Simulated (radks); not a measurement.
The numbers below are computed, except where a source is named.
The platinum ion Pt10+ is in [Xe] 4f14. Level of theory: Dirac Kohn-Sham, relativistic LDA (MacDonald-Vosko exchange, VWN5 correlation), spin-unpolarised, spherical densities, finite nucleus; Fermi nuclear charge, rms radius of each element as measured or else 0.836 A^(1/3) + 0.57 fm (a radial shooting solver on a logarithmic mesh with Libxc functionals). Sub-shells are occupied by j as written (lower j first in brackets). One electron is removed from 5p3/2, 4f5/2, 5p1/2, 4f7/2 in turn, with full relaxation. Which removal costs least, and what does each cost?

Answer. 5p3/2 219.75 eV; 5p1/2 238.15 eV; 4f7/2 255.30 eV; 4f5/2 258.96 eV. The 5p3/2 electron leaves first.
